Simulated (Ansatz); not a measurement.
Ansatz (a first-principles code) input (CCSD(T)/aug-cc-pV(D+d)Z):
A basis named .json is the Basis Set Exchange file of that set.

Ansatz 0.2 input:
```yaml
crystal:
  periodic: [false, false, false]
  atoms:
    - {symbol: Si, position_ang: [0.04966104, -0.01032752, -0.09465304]}
    - {symbol: O, position_ang: [0.76982139, -0.16009225, -1.46726546]}
    - {symbol: O, position_ang: [-1.60115459, 0.34475914, -0.17511550]}
    - {symbol: O, position_ang: [0.09326868, -1.37538737, 0.90157134]}
    - {symbol: O, position_ang: [0.64876703, 1.20929081, 0.91100901]}
    - {symbol: H, position_ang: [-1.91999050, 0.03442363, -1.02674617]}
    - {symbol: H, position_ang: [0.85776760, -1.89598650, 0.64126917]}
    - {symbol: H, position_ang: [1.08134826, 1.85758556, 0.34902443]}
basis:
  gaussian:
    orbitals: aug-cc-pV_D+d_Z.json
total_charge: -1
magnetization: {spin_polarized: false}
correlation: {method: ccsd_t, electrons: outside_noble_gas}
output: {forces: true}
```

Output:

```
Functional definition: HF
integrals: 0.43 GiB planned
1473 factors; integrals over basis functions are off by at most 6.9e-4 eV
0.87 GiB of device memory are held for the factors and their scratch space
mean field: 0.86 GiB planned
mean field evaluation 1: about -16061.1087 eV, gradient 4.7e1 eV
mean field evaluation 2: about -16061.3989 eV, gradient 4.8e1 eV
mean field evaluation 4: about -16065.7277 eV, gradient 4.3e0 eV
mean field evaluation 8: about -16065.7887 eV, gradient 3.4e-1 eV
mean field evaluation 16: about -16063.7167 eV, gradient 3.0e1 eV
mean field -16065.78931795 eV, -590.4068676516 hartree, gradient 6.4e-6 eV, S^2 0.000000; 0 other end points of the search recorded, 0 dependent functions left out
9 core orbitals not correlated
reference -16065.78931795 eV, -590.4068676516 hartree; 16, 16 occupied and 126, 126 virtual orbitals, 1473 factors
densities: 5.64 GiB planned
second order -25.17736180 eV of doubles, -0.00000000 eV of singles
coupled cluster: 2.20 GiB planned
cycle   1  -24.71723862 eV  change    4.6e-1 eV  update   1.3e-1
cycle   2  -25.30218275 eV  change   -5.8e-1 eV  update   3.9e-2
cycle   3  -25.46332257 eV  change   -1.6e-1 eV  update   2.1e-2
cycle   4  -25.46273580 eV  change    5.9e-4 eV  update   5.5e-3
cycle   5  -25.45488480 eV  change    7.9e-3 eV  update   2.9e-3
cycle   6  -25.45533685 eV  change   -4.5e-4 eV  update   1.1e-3
cycle   7  -25.45589667 eV  change   -5.6e-4 eV  update   5.2e-4
cycle   8  -25.45569664 eV  change    2.0e-4 eV  update   2.1e-4
cycle   9  -25.45555916 eV  change    1.4e-4 eV  update   7.4e-5
cycle  10  -25.45563118 eV  change   -7.2e-5 eV  update   3.1e-5
cycle  11  -25.45559434 eV  change    3.7e-5 eV  update   1.1e-5
cycle  12  -25.45558969 eV  change    4.6e-6 eV  update   3.7e-6
perturbative correction -0.79439181 eV, -0.0291933605 hartree
the calculation of the forces begins
0.87 GiB of device memory are held for the factors and their scratch space
Total energy: -16092.03929945 eV, -591.3715366787 hartree
Atom 0 at     0.049661    -0.010328    -0.094653 Å, force    -0.071532     0.014876     0.136340 eV/Å
Atom 1 at     0.769821    -0.160092    -1.467265 Å, force     0.552837    -0.114968    -1.053698 eV/Å
Atom 2 at    -1.601155     0.344759    -0.175116 Å, force    -0.533502     0.198830     0.258125 eV/Å
Atom 3 at     0.093269    -1.375387     0.901571 Å, force    -0.205748    -0.332106     0.488017 eV/Å
Atom 4 at     0.648767     1.209291     0.911009 Å, force     0.054800     0.275615     0.558408 eV/Å
Atom 5 at    -1.919990     0.034424    -1.026746 Å, force    -0.074506    -0.069557    -0.197629 eV/Å
Atom 6 at     0.857768    -1.895987     0.641269 Å, force     0.175460    -0.122366    -0.060719 eV/Å
Atom 7 at     1.081348     1.857586     0.349024 Å, force     0.102191     0.149677    -0.128843 eV/Å
Dipole moment:    -0.096834     0.020138     0.184565 e Å
```

It need not be the lowest isomer of its formula. Whether it binds its extra electron was not tested at this geometry.
